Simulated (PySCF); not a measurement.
## Excitation energy of Li by level of theory

Li [He] 2s1 (2S) → Li [He] 3d1 (2D), as a difference of total energies. All numbers are calculated (PySCF 2.14, scalar relativity by spin-free X2C-1e, in dyall-acv3z (15s9p3d, 57 functions)). Correlated levels: valence and next inner shell: nothing frozen; virtual orbitals above 40 to 60 times the deepest correlated orbital energy dropped. The calculations carry no spin-orbit coupling.

```tsv
method	excitation energy (eV)	error (eV)
UHF	5.130	+1.251
MP2 (valence and next inner shell)	5.165	+1.286
SCS-MP2 (valence and next inner shell)	5.161	+1.282
CCSD (valence and next inner shell)	5.171	+1.292
CCSD(T) (valence and next inner shell)	5.172	+1.293
```

Reference: 3.879 eV (measured; NIST levels, between the centres of gravity of the two terms).

Errors of the correlated levels include the incompleteness of this basis.

Every method misses the reference by a wide margin, which points to the basis or the choice of state and not to the methods.

The promoted electron is Rydberg-like, and one or two diffuse shells describe it only roughly, which tends to raise the upper state.
